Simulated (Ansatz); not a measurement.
Start from `N#CB(F)Cl` and change one atom or group to get `NB(F)Cl`.

Ansatz, PBE0-D4/def2-TZVP geometries, multiplicity 1. Each molecule was computed in one conformer, which needn't be the lowest.

```json
{"property": "HOMO energy (B3LYP/def2-TZVPP) / eV", "`N#CB(F)Cl`": "-9.86"}
{"property": "HOMO energy (PBE0/def2-TZVPP) / eV", "`N#CB(F)Cl`": "-10.15"}
{"property": "LUMO energy (ωB97M-V/def2-TZVPP) / eV", "`N#CB(F)Cl`": "-0.51"}
{"property": "HOMO energy (PBE/def2-TZVPP) / eV", "`N#CB(F)Cl`": "-8.68"}
{"property": "LUMO energy (PBE/def2-TZVPP) / eV", "`N#CB(F)Cl`": "-3.63"}
{"property": "LUMO energy (B3LYP/def2-TZVPP) / eV", "`N#CB(F)Cl`": "-2.91"}
```

Task: What does the change do to each property? (Best estimate.)

Result: Computed: 
```json
{"property": "HOMO energy (B3LYP/def2-TZVPP) / eV", "`NB(F)Cl`": "-8.31", "shift": "1.55"}
{"property": "HOMO energy (PBE0/def2-TZVPP) / eV", "`NB(F)Cl`": "-8.57", "shift": "1.58"}
{"property": "LUMO energy (ωB97M-V/def2-TZVPP) / eV", "`NB(F)Cl`": "1.98", "shift": "2.49"}
{"property": "HOMO energy (PBE/def2-TZVPP) / eV", "`NB(F)Cl`": "-7.12", "shift": "1.56"}
{"property": "LUMO energy (PBE/def2-TZVPP) / eV", "`NB(F)Cl`": "-0.10", "shift": "3.53"}
{"property": "LUMO energy (B3LYP/def2-TZVPP) / eV", "`NB(F)Cl`": "0.32", "shift": "3.23"}
```

With PBE0 the HOMO rises by 1.58 eV and the LUMO rises by 3.41 eV, so the gap widens by about 1.83 eV. PBE moves the HOMO by 1.56 eV and ωB97M-V by 1.54 eV. The zero-point energy changes by 49.8 kJ/mol with +3 modes.

B3LYP here is the variant with VWN-RPA as its local correlation; programs differ in this.
